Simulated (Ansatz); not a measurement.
The molecule CdB, multiplicity 4 (an upper state: multiplicity 2 came lower at CCSD(T)/def2-TZVPP on PBE0 minima). No spin–orbit coupling.

The constants come from a fifth-degree fit in 1/R (seven points, main isotopes). Runs in def2 and cc sets follow the lowest solution found near the PBE0 minimum.

Run with Ansatz (Gaussian basis) for Hartree–Fock, density functionals and correlated methods.  In def2 rows elements past Kr take small-core potentials, without spin–orbit coupling.

Energies at wB97X-V/def2-TZVPP:

```json
[
 {"R (Å)": "1.937261", "E (hartree)": "-192.34549908"},
 {"R (Å)": "1.989338", "E (hartree)": "-192.34885682"},
 {"R (Å)": "2.037249", "E (hartree)": "-192.35057707"},
 {"R (Å)": "2.091409", "E (hartree)": "-192.35123414"},
 {"R (Å)": "2.145569", "E (hartree)": "-192.35078626"},
 {"R (Å)": "2.208061", "E (hartree)": "-192.34918767"},
 {"R (Å)": "2.280969", "E (hartree)": "-192.34620823"}
]
```

Task: With a reduced mass of 10.0390 u, find the minimum, the force constant and the constants.

Result: A fifth-degree polynomial in 1/R puts the minimum at r_e = 2.0945 Å with force constant 162 N/m. Then ω_e = (1/2πc)√(k/μ) = 523 cm⁻¹ and B_e = h/(8π²cμr_e²) = 0.3828 cm⁻¹; the cubic and quartic terms give α_e = 0.0032 and ω_e x_e = 2.9 cm⁻¹.

Ansatz is an electronic-structure program.
